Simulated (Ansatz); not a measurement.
C2H3ClGeO2 (SMILES O=[C]1O[CH2][Ge@H]1[Cl]), singlet, at the geometry of the source list; Ansatz (a program for electronic structure) with R2SCAN/6-31G**.

The Ansatz input:
Ansatz 0.2 input:
```yaml
crystal:
  periodic: [false, false, false]
  atoms:
    - {symbol: O, position_ang: [2.45650000, -0.10350000, 0.30480000]}
    - {symbol: C, position_ang: [1.20150000, -0.14570000, 0.40230000]}
    - {symbol: O, position_ang: [0.23960000, -0.97260000, 0.96450000]}
    - {symbol: C, position_ang: [-0.60960000, -0.91660000, -0.16440000]}
    - {symbol: Ge, position_ang: [-0.20970000, 0.97430000, -0.20430000]}
    - {symbol: Cl, position_ang: [-1.08080000, 2.21300000, 1.29260000]}
    - {symbol: H, position_ang: [-0.27110000, -1.43210000, -1.06980000]}
    - {symbol: H, position_ang: [-1.66810000, -1.16950000, 0.09730000]}
    - {symbol: H, position_ang: [-0.05810000, 1.55270000, -1.62300000]}
basis:
  gaussian:
    orbitals: 6-31G__.json
hamiltonian:
  xc: r2scan
```
The basis file holds 6-31G** in the JSON format of the Basis Set Exchange.

Q: Write the output that Ansatz gives for this input, abridged.

A: 
```
Functional definition: r2SCAN
1344 factors; their error is unknown
mean field evaluation 1: about -75238.7921 eV, gradient 5.3e1 eV
mean field evaluation 2: about -75205.9945 eV, gradient 1.3e2 eV
mean field evaluation 4: about -75243.6503 eV, gradient 1.6e1 eV
mean field evaluation 8: about -75244.1525 eV, gradient 1.9e-1 eV
mean field evaluation 16: about -75244.0961 eV, gradient 6.5e-4 eV
mean field -75244.09608648 eV, -2765.1695288978 hartree, gradient 3.3e-5 eV, S^2 0.000000; 0 other end points of the search recorded, 0 dependent functions left out
reference -75244.09609571 eV, -2765.1695292371 hartree; 40, 40 occupied and 89, 89 virtual orbitals, 1344 factors
Total energy: -75244.09609571 eV, -2765.1695292371 hartree
```
